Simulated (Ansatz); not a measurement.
Born–Oppenheimer molecular dynamics of AlFH₄OSi (8 atoms, charge 0, multiplicity 1). It starts from a relaxed structure.

Theory: Ansatz 0.2.0, RKS PBE-D4/STO-3G.

```json
{
 "ensemble": "NVT, Langevin thermostat",
 "time step": "0.25 fs",
 "steps asked": "250",
 "set temperature": "300 K",
 "friction": "0.02 /fs",
 "seed": "849956"
}
```

First frame:

```xyz
8
Properties=species:S:1:pos:R:3
Al 0.024 0.025 0.085
O 0.178 -0.396 1.732
Si -1.288 -0.481 2.615
H -2.232 -1.467 2.086
H -0.942 -0.880 3.974
H -1.992 0.801 2.691
H 1.248 0.125 -0.781
F -1.513 0.293 -0.435
```

(1) How far do the bonds stretch over the last three quarters of this one trajectory? (Pairs bonded in most of those frames.)

Answers

(1) 
```tsv
bond	mean (Å)	spread (Å)	shortest	longest
Al1–O2	1.718	0.009	1.70	1.73
Al1–H7	1.509	0.019	1.47	1.55
Al1–F8	1.645	0.018	1.61	1.67
O2–Si3	1.747	0.023	1.71	1.78
Si3–H4	1.465	0.038	1.40	1.54
Si3–H5	1.461	0.035	1.40	1.52
Si3–H6	1.467	0.013	1.43	1.49
```

Mean temperature of the second half: 216 K. The mean temperature of the second half is 28 % below the set value. A run of 0.062 ps of so small a system gives no equilibrium averages. Limits of this set-up: minimal basis.

Run time: 5.9 min on 1 thread of Arm Neoverse V1, on a shared host, peak memory 0.087 GiB.
